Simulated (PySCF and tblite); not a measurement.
Results of a calculation; reference values are marked as such.
## C8H14, numbered as in [CH3:1]/[CH:2]=[CH:3]/[CH:4]=[CH:5]\[CH2:6][CH2:7][CH3:8]: conformational analysis

The ensemble was built from 150 distance-geometry starts (ETKDG and KDG, MMFF94s, GFN2-xTB) and rests on GFN2-xTB geometries. Weights use PBE0-D3(BJ)/def2-SVP energies plus GFN2-xTB zero-point and thermal terms (modes under about 100 cm⁻¹ blended into free rotors). Symmetry numbers and mirror images are counted. Conformers within 2.5 kcal/mol (GFN2-xTB free energy) were kept, 6 at most. GIAO shieldings: wB97X-D/6-31G*. Codes: tblite and PySCF.

Torsions listed: C2–C3–C4–C5, C4–C5–C6–C7, C5–C6–C7–C8. Of a mirror pair one member is shown.

```csv
conformer,shape,symmetry,E(GFN2) kcal/mol,E(DFT) kcal/mol,G(298.15 K) kcal/mol,weight %,dipole D
1,"180°, 114°, -67°",C1 (pair),0.00,0.00,0.00,51.6,0.32
2,"-179°, -110°, -178°",C1 (pair),0.23,0.40,0.12,42.3,0.34
3,"177°, -83°, -63°",C1 (pair),0.47,0.95,1.26,6.1,0.48
```

Weights (%) against temperature:

| T (K) | 1 | 2 | 3 | S(mix) cal/mol/K |
| --- | --- | --- | --- | --- |
| 250 | 55.1 | 40.3 | 4.6 | 3.04 |
| 298.15 | 51.6 | 42.3 | 6.1 | 3.12 |
| 350 | 48.9 | 43.6 | 7.5 | 3.18 |

Coordinates of conformer 1 (Å):

```xyz
22

C    -3.353   -0.098    1.552
C    -2.246   -0.953    1.040
C    -1.279   -0.534    0.224
C    -0.218   -1.391   -0.252
C     0.781   -1.053   -1.068
C     1.048    0.286   -1.677
C     2.358    0.885   -1.147
C     2.264    1.221    0.336
H    -3.260    0.924    1.190
H    -4.317   -0.496    1.234
H    -3.349   -0.086    2.643
H    -2.260   -1.984    1.372
H    -1.274    0.497   -0.100
H    -0.265   -2.413    0.108
H     1.514   -1.808   -1.327
H     1.134    0.165   -2.761
H     0.232    0.980   -1.480
H     2.591    1.790   -1.712
H     3.171    0.172   -1.308
H     1.486    1.961    0.511
H     2.023    0.331    0.912
H     3.208    1.623    0.698
```

Search and properties took 99 s on 1 thread of Arm Neoverse V2, shared host (rough), launched as `OMP_NUM_THREADS=1 python ens_run.py task.json out`.
